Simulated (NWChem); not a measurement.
System: C$_{3}$H$_{6}$OSi; SMILES [SiH3][C@@H]1C=CO1

```xyz
11

Si    -0.0083    -1.6072     0.1509
C      0.0712     0.1164    -0.6444
C      1.0386     1.1005    -0.0449
C     -0.0446     1.7484     0.4167
O     -1.0162     0.9356    -0.1036
H      1.2016    -2.3876    -0.2530
H     -0.0363    -1.4430     1.6321
H     -1.2272    -2.3345    -0.3131
H      0.0127     0.0909    -1.7462
H      2.1184     1.2059     0.0038
H     -0.3042     2.6175     1.0255
```
Atoms are numbered in this order, from 1.

Program: NWChem. Pople sets run with spherical d functions. Structure relaxed at the PBE0/def2-SVP level. Level: M06-2X/6-31G* with SMD (1 M gas to 1 M solution), gas-phase geometry. Reactions with the solvent are ignored.

```
solvent                dielectric constant  solvation free energy (kcal/mol)  cavity-dispersion-structure term (kcal/mol)  dipole in solution (D)
---------------------  -------------------  --------------------------------  -------------------------------------------  ----------------------
water                                 78.4                              -0.9                                          3.7                    1.81
1-propanol                            20.5                              -3.4                                            ?                       ?
N,N-dimethylformamide                 37.2                              -3.3                                         -0.1                    1.58
acetonitrile                          35.7                              -3.6                                         -0.2                    1.60
ethylene glycol                       40.2                              -0.9                                          3.6                    1.80
anisole                               4.22                              -3.2                                         -0.8                    1.50
diethyl ether                         4.24                              -3.9                                         -1.4                    1.50
```

Q: What belongs in the gaps?

A: 
- 1-propanol, cavity-dispersion-structure term (kcal/mol): 0.8
- 1-propanol, dipole in solution (D): 1.74
